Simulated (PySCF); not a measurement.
Ge(F)(SH) (FGeHS), SMILES [SH][Ge][F] (connectivity only; charge and spin as stated), neutral, multiplicity 1. Atoms are numbered in the order given.

```xyz
4

Ge     0.4473     0.5195     0.0000
F     -1.1643     1.2539     0.0000
S     -0.2990    -1.6121     0.0000
H      0.9490    -2.1160     0.0000
```

Geometry: B3LYP-D3(BJ)/def2-TZVP. One conformer was computed; it need not be the lowest.

These are B3LYP/def2-TZVPD in PySCF values and carry that method's errors.

Gas-phase values at a fixed geometry.

```
Quantity                                                                                                       Result
---------------------------------------------------------------------------------------------  ----------------------
total energy                                                                                      -2575.83446 hartree
point group                                                                                                        Cs
highest occupied level                                                                                       -7.54 eV
lowest empty level                                                                                           -2.80 eV
orbital gap                                                                                                   4.74 eV
dipole moment                                                                                                  2.65 D
quadrupole, principal values (traceless, Buckingham form, about the centre of nuclear charge)  -1.26, -0.92, 2.18 D·Å
mean static polarisability                                                                       56.6 bohr³ (8.38 Å³)
polarisability, principal values                                                               44.2, 49.1, 76.4 bohr³
```
